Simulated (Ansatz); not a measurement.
Compare A (`C=CBC[SiH3]`) with its isomer B (`CC1BC[SiH2]1`).

Program: Ansatz. Geometries: PBE0-D4/def2-TZVP. ΔE: electronic, gas phase. CCSD(T)/CBS adds triple-zeta CCSD(T) − MP2 to the extrapolated MP2 energy (def2 sets, frozen cores). Functionals use def2-TZVPP. B3LYP here is the variant with VWN-RPA as its local correlation; programs differ in this. Each species was taken in one conformer, which may not be the lowest.

A:

Z-matrix (Å, degrees):
```
C
Si 1 1.887
B 1 1.548 2 108.6
H 1 1.094 2 105.9 3 124.5
H 1 1.094 2 104.8 3 -120.1
H 2 1.487 1 110.3 3 -69.3
H 2 1.488 1 110.0 3 171.0
H 2 1.487 1 111.1 3 51.0
C 3 1.551 1 123.8 2 92.3
H 3 1.202 1 117.8 2 -84.1
C 9 1.336 3 123.6 1 -1.3
H 9 1.089 3 119.3 1 -179.7
H 11 1.087 9 121.6 3 1.3
H 11 1.087 9 122.6 3 -178.3
```

B:

```xyz
14

C     0.3756   -1.2529    1.5498
C     0.5135   -0.2894    0.3945
B    -0.1218    1.1243    0.3633
C    -0.1602    1.6022   -1.1199
Si   -0.4789   -0.2726   -1.2612
H    -0.6347   -1.2219    1.9638
H     0.5819   -2.2866    1.2606
H     1.0656   -0.9984    2.3596
H     1.5139   -0.3128   -0.0619
H    -0.9106    1.4927    1.1897
H    -0.8568    2.3690   -1.4428
H     0.8069    1.7112   -1.6201
H    -1.8955   -0.7073   -1.1868
H     0.2011   -0.9576   -2.3886
```

Question: Which is lower in electronic energy at CCSD(T)/CBS, and by how much? (Best estimate.)

Answer: The calculation gave: B, by 5.8 kcal/mol.

Question: Give E(B) − E(A) in kcal/mol with CCSD/def2-TZVPP, MP2/def2-TZVPP, CCSD(T)/def2-TZVPP, r2SCAN-D4, B3LYP, PBE-D4, B2PLYP. (An estimate is asked.)

Answer: Computed: CCSD/def2-TZVPP -4.3, MP2/def2-TZVPP -8.1, CCSD(T)/def2-TZVPP -5.0, r2SCAN-D4 -8.8, B3LYP -2.3, PBE-D4 -9.9, B2PLYP -3.9. None reverses the order clearly.

Largest T1 diagnostic: 0.012.

In def2-TZVPP, CCSD(T) changes the Hartree–Fock value by −9.0 kcal/mol (the triples alone add −0.7 kcal/mol) and MP2 by −12.1 kcal/mol. From PBE to PBE0 (25 % exact exchange), in def2-TZVPP and without D4, E(B) − E(A) moves by −0.9 kcal/mol.
